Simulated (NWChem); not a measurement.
All runs are NWChem calculations. System: H6Al2, charge 0, spin multiplicity 1, at a geometry optimised with PBE0/def2-SVP. The structure started from a generated list of species. Level: CIS/aug-cc-pVDZ.

Job file:

```
start mol
memory heap 200 mb stack 900 mb global 1100 mb
geometry units angstroms nocenter noautoz
  Al     0.000000     0.000000    -1.303875
  Al     0.000000     0.000000     1.303875
  H      0.000000    -1.158723     0.000000
  H     -1.423606     0.000000    -1.993099
  H      1.423606     0.000000    -1.993099
  H      0.000000     1.158723     0.000000
  H     -1.423606     0.000000     1.993099
  H      1.423606     0.000000     1.993099
  symmetry group D2h
end
basis spherical
  * library aug-cc-pvdz
end
dft
  xc hfexch
  semidirect memsize 60000000 filesize 0
  iterations 100
end
tddft
  cis
  nroots 5
  notriplet
  thresh 1e-4
end
task tddft energy
```

Output (cleaned and shortened):

```
             Northwest Computational Chemistry Package (NWChem) 7.3.0
             --------------------------------------------------------

                                NWChem Input Module
                                -------------------

 Scaling coordinates for geometry "geometry" by  1.889725989
 (inverse scale =  0.529177249)

 Turning off AUTOSYM since
 SYMMETRY directive was detected!

                             Geometry "geometry" -> ""
                             -------------------------

 Output coordinates in angstroms (scale by  1.889725989 to convert to a.u.)

  No.       Tag          Charge          X              Y              Z
 ---- ---------------- ---------- -------------- -------------- --------------
    1 Al                  13.0000     0.00000000     0.00000000    -1.30387500
    2 Al                  13.0000     0.00000000     0.00000000     1.30387500
    3 H                    1.0000     0.00000000    -1.15872300     0.00000000
    4 H                    1.0000    -1.42360600     0.00000000    -1.99309900
    5 H                    1.0000     1.42360600     0.00000000    -1.99309900
    6 H                    1.0000     0.00000000     1.15872300     0.00000000
    7 H                    1.0000    -1.42360600     0.00000000     1.99309900
    8 H                    1.0000     1.42360600     0.00000000     1.99309900

 Effective nuclear repulsion energy (a.u.)      77.7734088576

            Nuclear Dipole moment (a.u.)
            ----------------------------
        X                 Y               Z
 ---------------- ---------------- ----------------
     0.0000000000     0.0000000000     0.0000000000

      Symmetry information
      --------------------

 Group name             D2h
 Group number             26
 Group order               8
 No. of unique centers     3

      Symmetry unique atoms

     1    3    4


 Summary of "ao basis" -> "" (spherical)
 ------------------------------------------------------------------------------
       Tag                 Description            Shells   Functions and Types
 ---------------- ------------------------------  ------  ---------------------
 *                        aug-cc-pvdz                 on all atoms

  xc_inp: hfexch multiplicative factor not found.

                                 NWChem DFT Module
                                 -----------------

 Summary of "ao basis" -> "ao basis" (spherical)
 ------------------------------------------------------------------------------
       Tag                 Description            Shells   Functions and Types
 ---------------- ------------------------------  ------  ---------------------
 Al                       aug-cc-pvdz               11       27   5s4p2d
 H                        aug-cc-pvdz                5        9   3s2p

 Summary of "ao basis" -> "ao basis" (spherical)
 ------------------------------------------------------------------------------
       Tag                 Description            Shells   Functions and Types
 ---------------- ------------------------------  ------  ---------------------
 Al                       aug-cc-pvdz               11       27   5s4p2d
 H                        aug-cc-pvdz                5        9   3s2p

      Symmetry analysis of basis
      --------------------------

        ag         25
        au          4
        b1g         6
        b1u        22
        b2g        13
        b2u        13
        b3g        10
        b3u        15

[...]
     Occ.   15  b3u ---  Virt.   25  b3g     -0.56826
     Occ.   15  b3u ---  Virt.   53  b3g     -0.06523
     Occ.   16  b2g ---  Virt.   17  b2u      0.28229
     Occ.   16  b2g ---  Virt.   27  b2u     -0.30326
     Occ.   16  b2g ---  Virt.   36  b2u      0.30436
     Occ.   16  b2g ---  Virt.   44  b2u      0.10775
     Occ.   16  b2g ---  Virt.   55  b2u     -0.05484
     Occ.   16  b2g ---  Virt.   62  b2u     -0.05564
  ----------------------------------------------------------------------------
  Root   3 singlet b3u            0.322531923 a.u.                8.7765 eV
  ----------------------------------------------------------------------------
     Transition Moments    X -0.21594   Y -0.00000   Z -0.00000
     Transition Moments   XX -0.00000  XY  0.00000  XZ  0.00000
     Transition Moments   YY -0.00000  YZ  0.00000  ZZ -0.00000
     Dipole Oscillator Strength                    0.0100267007
     Electric Quadrupole                           0.0000000000
     Magnetic Dipole                               0.0000000000
     Total Oscillator Strength                     0.0100267007

          sigma_e =   3.9081 Angstrom
          sigma_h =   2.4093 Angstrom
         |d_h->e| =   0.0000 Angstrom
            d_exc =   3.2897 Angstrom
            d_CD1 =   1.4988 Angstrom
            d_CD2 =  -3.1587 Angstrom
            d_CD3 =   3.2897 Angstrom
     Pearson C.C. =   0.5446

     Occ.   12  b1u ---  Virt.   34  b2g     -0.05138
     Occ.   12  b1u ---  Virt.   42  b2g      0.07152
     Occ.   13  b2u ---  Virt.   32  b1g     -0.09443
     Occ.   13  b2u ---  Virt.   52  b1g      0.05552
     Occ.   14  ag  ---  Virt.   31  b3u     -0.38862
     Occ.   15  b3u ---  Virt.   20  ag       0.43234
     Occ.   15  b3u ---  Virt.   23  ag      -0.11180
     Occ.   15  b3u ---  Virt.   24  ag       0.10136
     Occ.   15  b3u ---  Virt.   30  ag      -0.35389
     Occ.   15  b3u ---  Virt.   33  ag       0.10334
     Occ.   15  b3u ---  Virt.   46  ag       0.06718
     Occ.   16  b2g ---  Virt.   18  b1u     -0.45763
     Occ.   16  b2g ---  Virt.   26  b1u      0.15233
     Occ.   16  b2g ---  Virt.   28  b1u      0.37094
     Occ.   16  b2g ---  Virt.   35  b1u      0.22005
     Occ.   16  b2g ---  Virt.   37  b1u     -0.10544
     Occ.   16  b2g ---  Virt.   41  b1u     -0.15603
  ----------------------------------------------------------------------------
  Root   4 singlet b2g            0.323536809 a.u.                8.8039 eV
  ----------------------------------------------------------------------------
     Transition Moments    X  0.00000   Y  0.00000   Z -0.00000
     Transition Moments   XX -0.00000  XY -0.00000  XZ  0.64606
     Transition Moments   YY -0.00000  YZ -0.00000  ZZ -0.00000
     Dipole Oscillator Strength                    0.0000000000
     Electric Quadrupole                           0.0000000753
     Magnetic Dipole                               0.0000225930
     Total Oscillator Strength                     0.0000226682

          sigma_e =   3.7302 Angstrom
          sigma_h =   2.4628 Angstrom
         |d_h->e| =   0.0000 Angstrom
            d_exc =   3.2840 Angstrom
            d_CD1 =   1.2673 Angstrom
            d_CD2 =  -3.0965 Angstrom
            d_CD3 =   3.2840 Angstrom
     Pearson C.C. =   0.5005

     Occ.   12  b1u ---  Virt.   31  b3u     -0.16739
     Occ.   14  ag  ---  Virt.   42  b2g      0.07901
     Occ.   15  b3u ---  Virt.   18  b1u      0.28988
     Occ.   15  b3u ---  Virt.   26  b1u     -0.20075
     Occ.   15  b3u ---  Virt.   28  b1u     -0.20872
     Occ.   15  b3u ---  Virt.   35  b1u     -0.18517
     Occ.   15  b3u ---  Virt.   37  b1u      0.18921
     Occ.   15  b3u ---  Virt.   41  b1u      0.13406
     Occ.   16  b2g ---  Virt.   20  ag      -0.51256
     Occ.   16  b2g ---  Virt.   23  ag       0.20339
     Occ.   16  b2g ---  Virt.   24  ag      -0.32498
     Occ.   16  b2g ---  Virt.   30  ag       0.49429
     Occ.   16  b2g ---  Virt.   33  ag      -0.18238
     Occ.   16  b2g ---  Virt.   45  ag      -0.05617
     Occ.   16  b2g ---  Virt.   46  ag      -0.05447
     Occ.   16  b2g ---  Virt.   49  ag       0.06336
  ----------------------------------------------------------------------------
  Root   5 singlet b2g            0.329730511 a.u.                8.9724 eV
  ----------------------------------------------------------------------------
     Transition Moments    X  0.00000   Y  0.00000   Z -0.00000
     Transition Moments   XX -0.00000  XY -0.00000  XZ -6.86932
     Transition Moments   YY -0.00000  YZ  0.00000  ZZ -0.00000
     Dipole Oscillator Strength                    0.0000000000
     Electric Quadrupole                           0.0000090082
     Magnetic Dipole                               0.0000156131
     Total Oscillator Strength                     0.0000246213

          sigma_e =   4.0489 Angstrom
          sigma_h =   2.4643 Angstrom
         |d_h->e| =   0.0000 Angstrom
            d_exc =   3.6909 Angstrom
            d_CD1 =   1.5846 Angstrom
            d_CD2 =  -3.2566 Angstrom
            d_CD3 =   3.6909 Angstrom
     Pearson C.C. =   0.4432

     Occ.   12  b1u ---  Virt.   19  b3u     -0.12101
     Occ.   12  b1u ---  Virt.   29  b3u      0.12517
     Occ.   12  b1u ---  Virt.   31  b3u      0.05426
     Occ.   14  ag  ---  Virt.   22  b2g      0.10587
     Occ.   14  ag  ---  Virt.   34  b2g     -0.12196
     Occ.   15  b3u ---  Virt.   18  b1u      0.27082
     Occ.   15  b3u ---  Virt.   26  b1u      0.08305
     Occ.   15  b3u ---  Virt.   28  b1u     -0.26056
     Occ.   15  b3u ---  Virt.   35  b1u      0.10036
     Occ.   15  b3u ---  Virt.   37  b1u     -0.21200
     Occ.   15  b3u ---  Virt.   54  b1u      0.08121
     Occ.   16  b2g ---  Virt.   20  ag      -0.52374
     Occ.   16  b2g ---  Virt.   23  ag      -0.40913
     Occ.   16  b2g ---  Virt.   24  ag       0.38542
     Occ.   16  b2g ---  Virt.   30  ag      -0.08310
     Occ.   16  b2g ---  Virt.   33  ag       0.32319
     Occ.   16  b2g ---  Virt.   39  ag       0.07370
     Occ.   16  b2g ---  Virt.   46  ag      -0.07128
     Occ.   16  b2g ---  Virt.   49  ag      -0.09147

              Target root =      1
          Target symmetry = none
      Ground state energy =   -487.306626437058
        Excitation energy =      0.281621007351
     Excited state energy =   -487.025005429707

  stored tddft:energy   -487.02500542970660

 Task  times  cpu:       64.6s     wall:       64.6s

 Total times  cpu:       64.6s     wall:       64.6s
```
